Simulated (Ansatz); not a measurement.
Molecule: CdI₂ (charge 0, singlet). 
Coordinates optimised at B3LYP-D3(BJ)/def2-TZVP (Ansatz, a quantum-chemistry and plane-wave program):
```
Cd
I 1 2.6122
I 1 2.6122 2 180.00
```
Charge 0, spin multiplicity 1.

Basis-set convergence of Hartree-Fock and CCSD(T) correlation energies (hartree) with Ansatz. Correlated levels leave the core frozen unless marked. No spin-orbit coupling. Frozen are the shells of the preceding noble gas and the d and f shells that filled before the atom's block. Past Kr the def2 sets carry scalar-relativistic core potentials.

| basis | functions | E(HF) | E(corr, CCSD(T)) | rough core time |
|---|---|---|---|---|
| def2-SVP | 83 | -760.26570 | -0.48108 | under 20 s |
| def2-TZVPP | 156 | (withheld) | (withheld) | 21 s |

What belongs in the gaps?


- def2-TZVPP, E(HF): -760.32153
- def2-TZVPP, E(corr, CCSD(T)): -0.72363
